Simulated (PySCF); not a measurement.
Species: C4H10Si.
SMILES: `[SiH3]CC1CC1`

A PySCF run (density fitting, gas phase, GFN2-xTB geometry) gave HOMO -7.90 eV, LUMO 1.37 eV, dipole 0.45 D and E = -446.866 Eh.

Question: Which of these levels was it?
A. PBE0/6-31++G**
B. PBE0/MINI
C. HCTH407/6-31G*
D. PBE0/pcSseg-0
E. PBE0/def2-SVPD

Answer: D. It is PBE0/pcSseg-0. All candidates on this geometry:

| level and settings | kind | basis functions | SCF cycles | E (Eh) | HOMO (eV) | LUMO (eV) | dipole (D) |
| --- | --- | --- | --- | --- | --- | --- | --- |
| HCTH407/6-31G*, grid level 1, start guess vsap | GGA | 94 | 14 | -447.9179 | -6.30 | 0.48 | 0.67 |
| PBE0/6-31++G**, grid level 1 | global hybrid | 154 | 9 | -447.5755 | -7.55 | 0.04 | 0.59 |
| PBE0/def2-SVPD | global hybrid | 184 | 12 | -447.3871 | -7.63 | 0.61 | 0.63 |
| PBE0/pcSseg-0, grid level 4, start guess atom | global hybrid | 69 | 9 | -446.8664 | -7.90 | 1.37 | 0.45 |
| PBE0/MINI, energy threshold 1e-06 Eh | global hybrid | 39 | 6 | -444.6399 | -10.25 | 1.39 | 0.76 |

The nearest other candidate, by the summed differences of HOMO and LUMO, is PBE0/def2-SVPD: its HOMO differs by +0.27 eV and its LUMO by -0.76 eV. Cycle counts include a coarse-grid stage where the run had one. All basis functions are spherical, in the Pople sets too.

Shape of the structure used: `[SiH3:1][CH2:2][CH:3]1[CH2:4][CH2:5]1`: Si1–C2–C3–C4 82°.
